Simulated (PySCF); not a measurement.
BiI3 (SMILES [I][Bi]([I])[I]), singlet, at a GFN2-xTB geometry (such geometries of metal compounds can be far from the true shape) (core potentials on Bi, I). Base run: PySCF with DF-HF/def2-SVP.

Here is a job for PySCF.
```python
from pyscf import gto, scf

mol = gto.M(
    atom='''
Bi   -0.003037   -0.013326    0.921176
I     0.412683   -2.360863   -0.513763
I     1.846815    1.546753   -0.452507
I    -2.254741    0.834978   -0.476327
''',
    basis='def2-svp',
    ecp={'Bi': 'def2-svp', 'I': 'def2-svp'},
    charge=0,
    spin=0,
    verbose=5,
)

mf = scf.RHF(mol)
mf = mf.density_fit(auxbasis='def2-universal-jkfit')
mf.kernel()
```

The base run was repeated with changes; each row names its change, and settings that it needs were set with it.

```
change                                                                                                                                                                                                  basis functions        E (Eh)  HOMO (eV)  HOMO-LUMO gap (eV)  dipole (D)                outcome
------------------------------------------------------------------------------------------------------------------------------------------------------------------------------------------------------  ---------------  ------------  ---------  ------------------  ----------  ---------------------
base                                                                                                                                                                                                                104   -1103.64072      -9.72                9.64        3.44              converged
basis = x2c-SVPall; relativity = spin-free X2C (without ecp={'Bi': 'def2-svp', 'I': 'def2-svp'}; without mf = mf.density_fit(auxbasis='def2-universal-jkfit'))                                                      170  -42868.97672      -9.65                9.85        3.28              converged
basis = ANO-RCC-VDZP; relativity = spin-free X2C (without ecp={'Bi': 'def2-svp', 'I': 'def2-svp'}; without mf = mf.density_fit(auxbasis='def2-universal-jkfit'))                                                      -             -          -                   -           -  cut at the time limit
basis = x2c-SVPall; relativity = none (without ecp={'Bi': 'def2-svp', 'I': 'def2-svp'}; without mf = mf.density_fit(auxbasis='def2-universal-jkfit'))                                                               170  -37302.81814      -8.86                7.17        3.18              converged
basis = ANO-RCC-VDZP; relativity = none (without ecp={'Bi': 'def2-svp', 'I': 'def2-svp'}; without mf = mf.density_fit(auxbasis='def2-universal-jkfit'))                                                               -             -          -                   -           -  cut at the time limit
basis = jorge-DZP-DKH; relativity = none (without ecp={'Bi': 'def2-svp', 'I': 'def2-svp'}; without mf = mf.density_fit(auxbasis='def2-universal-jkfit'))                                                            207  -37265.04094      -8.57                6.84        2.60              converged
basis = x2c-SVPall; relativity = spin-free X2C; nucleus = Gaussian (with nucmod='G'; without ecp={'Bi': 'def2-svp', 'I': 'def2-svp'}; without mf = mf.density_fit(auxbasis='def2-universal-jkfit'))                 170  -42863.77607      -9.65                9.85        3.27              converged
basis = ANO-RCC-VDZP; relativity = spin-free X2C; nucleus = Gaussian (with nucmod='G'; without ecp={'Bi': 'def2-svp', 'I': 'def2-svp'}; without mf = mf.density_fit(auxbasis='def2-universal-jkfit'))                 -             -          -                   -           -  cut at the time limit
basis = jorge-DZP-DKH; relativity = spin-free X2C (without ecp={'Bi': 'def2-svp', 'I': 'def2-svp'}; without mf = mf.density_fit(auxbasis='def2-universal-jkfit'))                                                   207  -42667.56981      -9.55                9.49        1.57              converged
basis = jorge-DZP-DKH; relativity = spin-free X2C; nucleus = Gaussian (with nucmod='G'; without ecp={'Bi': 'def2-svp', 'I': 'def2-svp'}; without mf = mf.density_fit(auxbasis='def2-universal-jkfit'))              207  -42663.18522      -9.55                9.49        1.57              converged
```

Totals shift with the method and basis; they matter in differences.

Basis sets contracted for a relativistic Hamiltonian are a mismatch without it, so the rows without relativity aren't non-relativistic limits. No row has spin-orbit coupling; sets with core potentials leave out the core electrons.
